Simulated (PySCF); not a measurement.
# Ionising CsCa

PBE0; basis Cs def2-SVP with ECP46, Ca def2-SVP; scalar-relativistic core potentials; PySCF 2.14. Neutral (UKS): doublet (σ ↑), Re = 4.694 Å, ωe = 53.1 cm⁻¹, De = 0.20 eV, HOMO -2.66 eV, LUMO -1.38 eV.

CsCa⁺ (UKS): singlet (closed shell), Re = 4.585 Å, ωe = 60.6 cm⁻¹, De = 0.37 eV to Cs⁺ + Ca. The energies at the minima are -697.43753 hartree for CsCa and -697.30051 for CsCa⁺.

**Question.** Work out the adiabatic ionisation energy, without and with harmonic zero-point energies (1 hartree = 27.2114 eV, 1 eV = 8065.5 cm⁻¹), and the change of the bond length.

**Answer.** At PBE0: 0.13702 hartree = 3.729 eV between the minima; the zero-point term (60.6 − 53.1)/2 cm⁻¹ = +0.000 eV makes it 3.729 eV. Re changes by -10.9 pm against the neutral. The electron leaves a σ orbital, and the shorter bond of the ion fits an antibonding orbital, or a change in how ionic the bond is.

Closed-shell solutions of metal pairs were not tested for spin polarisation, which can lower them a little. Weak bonds: CsCa, CsCa⁺. Basis-set superposition, not corrected here, can be much of De in a small basis, most of all at correlated wavefunction levels. Spin–orbit coupling is left out. For an ion De counts to the pair picked by the measured ionisation energies or electron affinities, which need not be the lowest pair at this level. States were picked by a PBE0 search and need not be the measured ground states.
